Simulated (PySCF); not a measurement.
Isomers of C4H12GeSi, from PBE0-D3(BJ)/def2-SVP geometry optimisation, gas phase in PySCF. One conformer each, no zero-point energy, no frequencies.

Problem. Which is lower in electronic energy at this level?
A. `[CH2:1]=[C:2]([CH3:3])[Ge@H:4]([CH3:5])[SiH3:6]` with C1–C2–Ge4–C5 -124°: A = 2272, B = 1351, C = 1149 MHz, dipole 1.02 D
B. `[GeH3:1][SiH2:2][CH:3]1[CH2:4][CH2:5][CH2:6]1` with Ge1–Si2–C3–C4 -51°, Si2–C3–C4–C5 104°, C3–C4–C5–C6 13°, C4–C5–C6–C3 -13°, Si2–C3–C6–C5 -104°: A = 2986, B = 1058, C = 912.7 MHz, dipole 1.19 D

Solution. A. That is `C=[C](C)[Ge@H]([CH3])[SiH3]`, 2.9 kcal/mol below the other.

```json
{"SMILES": "C=[C](C)[Ge@H]([CH3])[SiH3]", "mapped SMILES": "[CH2:1]=[C:2]([CH3:3])[Ge@H:4]([CH3:5])[SiH3:6]", "E (Eh)": "-2525.08843", "relative (kcal/mol)": "0.0", "relative (kJ/mol)": "0.0", "dipole (D)": "1.02"}
{"SMILES": "[GeH3][SiH2]C1CCC1", "mapped SMILES": "[GeH3:1][SiH2:2][CH:3]1[CH2:4][CH2:5][CH2:6]1", "E (Eh)": "-2525.08386", "relative (kcal/mol)": "2.9", "relative (kJ/mol)": "12.0", "dipole (D)": "1.19"}
```

As drawn, the lower has a C=C bond outside aromatic rings, which the higher lacks; the higher has a four-membered ring and an Si–C bond, which the lower lacks.
